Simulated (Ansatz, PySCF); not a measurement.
Reaction: C2H2O (SMILES C#CO) → C2HO (SMILES C#C[O], doublet) + H (doublet) (the H-O bond breaks)
Each species at its own B3LYP-D3(BJ)/def2-TZVP minimum (Ansatz, an electronic-structure program), one conformer.

Total energies in hartree (Ansatz). UHF or UKS for unpaired electrons; spin-orbit terms are left out. Cores are frozen in correlated methods. No relativity. Where a partner has so few electrons that a lower coupled-cluster level is exact, that level stands in. The UHF reference of C2HO (C#C[O], doublet) is spin-contaminated (<S^2> up to 0.07 over the pure value in the sets run).

```csv
species,HF/cc-pVTZ,CCSD(T)/cc-pVTZ,HF/cc-pVQZ,CCSD(T)/cc-pVQZ,CCSDT(Q)/cc-pVTZ
1: C2H2O (SMILES OC#C),-151.72785,-152.30357,-151.73904,-152.34972,-152.30516
"2: C2HO (SMILES [O]C#C, doublet)",-151.14021,-151.68058,-151.15105,-151.72440,-151.68342
3: H (doublet),-0.49981,-0.49981,-0.49995,-0.49995,-0.49981
```

Question: Work out the bond dissociation energy (enthalpy at 298 K, ideal-gas terms from PySCF's Hessians at B3LYP-D3(BJ)/def2-TZVP) in kcal/mol: take Hartree-Fock from cc-pVQZ, extrapolate the CCSD(T) correlation energy as X^-3 (X = 3, 4), and add CCSDT(Q) - CCSD(T) in cc-pVTZ. The further terms named in the bracket sum to -0.01077 hartree. 1 hartree = 627.51 kcal/mol.

Answer: 
Species 1: correlation (64·(-0.61068) - 27·(-0.57572))/37 = -0.63619; step -0.00159; E1 = -151.73904 + (-0.63619) + (-0.00159) = -152.37682
Species 2: correlation (64·(-0.57335) - 27·(-0.54037))/37 = -0.59742; step -0.00284; E2 = -151.15105 + (-0.59742) + (-0.00284) = -151.75131
Species 3: correlation (64·(0.00000) - 27·(0.00000))/37 = 0.00000; step +0.00000; E3 = -0.49995 + (0.00000) + (+0.00000) = -0.49995
-1·E1 +1·E2 +1·E3 -0.01077 = 0.11479 hartree = 72.0 kcal/mol. From measured enthalpies of formation at 298 K: 72.5 kcal/mol (Active Thermochemical Tables 1.112 (ions: stationary electron), as tabulated in the package chemicals). The calculations leave out spin-orbit terms. The composite differs from it by -0.4 kcal/mol; core, relativistic and spin-orbit terms are not in it.
